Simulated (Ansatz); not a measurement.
Reaction (ligand exchange at a Ga–C bond): `N=[C](O)[GaH2]` + HBr → `[GaH2][Br]` + `N=CO`

Program: Ansatz. Geometries: PBE0-D4/def2-TZVP. ΔE: electronic, gas phase. CCSD(T)/CBS adds triple-zeta CCSD(T) − MP2 to the extrapolated MP2 energy (def2 sets, frozen cores). This one scheme is used for every species. Functionals use def2-TZVPP. For Br, Ga outer-core shells are correlated without core-valence functions, which leaves a few kJ/mol of doubt a bond. Scalar relativity is left out up to krypton. Each species was taken in one conformer, which may not be the lowest.

```json
{"species": "`N=[C](O)[GaH2]`", "r2SCANh energy (Eh)": "-2095.25965"}
{"species": "HBr", "r2SCANh energy (Eh)": "-2574.74081"}
{"species": "`[GaH2][Br]`", "r2SCANh energy (Eh)": "-4500.21341"}
{"species": "`N=CO`", "r2SCANh energy (Eh)": "-169.84827"}
```

Problem. Work out ΔE.

Solution. ΔE = (-4500.21341) + (-169.84827) − (-2095.25965) − (-2574.74081) = -0.06122 Eh = -160.7 kJ/mol. CCSD(T)/CBS gives -151.2 kJ/mol.

Problem. What do rigid-rotor, harmonic-oscillator terms from PBE0-D4/def2-TZVP frequencies (298.15 K, 1 bar) make of the CCSD(T)/CBS value? (An estimate is asked.)

Solution. Computed: ΔZPE = +13.7 kJ/mol, ΔH = -140.4 kJ/mol, ΔS = 5 J/(mol·K), ΔG = -141.7 kJ/mol.

Largest T1 diagnostic among the species: 0.015.

From BLYP to BHLYP (50 % exact exchange), in def2-TZVPP and without D4, ΔE moves by −15.3 kJ/mol. The D4 term adds +4.3 kJ/mol with B3LYP and +2.3 kJ/mol with PBE0; it sums over pairs of atoms, weighted by their polarisabilities, and B3LYP, whose exchange is more repulsive, gets the larger term. In def2-TZVPP, CCSD(T) changes the Hartree–Fock value by +30.8 kJ/mol (the triples alone add +3.7 kJ/mol) and MP2 by +27.6 kJ/mol.

B3LYP here is the variant with VWN-RPA as its local correlation; programs differ in this.
